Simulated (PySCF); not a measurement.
H₂O₄P, SMILES P([O])(O)(=O)O, multiplicity 2. Atoms are numbered in the order given.

```xyz
7

O     -1.1155    -0.2113    -1.0935
P     -0.0819    -0.0192     0.0085
O     -0.9355     0.3102     1.2240
O      1.0273     1.1023    -0.3047
O      0.8700    -1.2837     0.1719
H      0.6550     1.9932    -0.3508
H      1.8032    -1.0450     0.2420
```
Charge 0, spin multiplicity 2.

The structure is a stationary point at PBE0-D3(BJ)/def2-SVP. The isomer is the one that the SMILES or the coordinates give; other isomers of the formula were not compared. One conformer was computed; it need not be the lowest.

Calculation: B3LYP/pcH-1 (PySCF).

Unrestricted Kohn–Sham, ⟨S²⟩ = 0.759. Hyperfine tensors hold the contact and dipolar terms, without spin-orbit corrections.

Computed hyperfine couplings:
```
nucleus    A(iso) (MHz)  A(iso) (G)  dipolar principal values (MHz)
---------  ------------  ----------  ------------------------------
17O no. 1         -22.5        -8.0              -168.5, 82.6, 85.9
31P no. 2        -141.8       -50.6                 -10.4, 3.3, 7.1
17O no. 3         -21.9        -7.8              -161.5, 79.2, 82.3
17O no. 4           2.8         1.0                  -6.8, 3.2, 3.6
17O no. 5           3.7         1.3                  -7.8, 3.3, 4.5
1H no. 6           -1.4        -0.5                 -2.1, -1.3, 3.4
1H no. 7           -2.4        -0.9                 -2.7, -1.4, 4.0
```

Task: And the g tensor (effective nuclear charges for spin-orbit coupling, GIAO)? (The exact figures need the calculation; the answer reports its results.)

Result: principal values 2.0076, 2.0086, 2.0162; isotropic 2.0108.
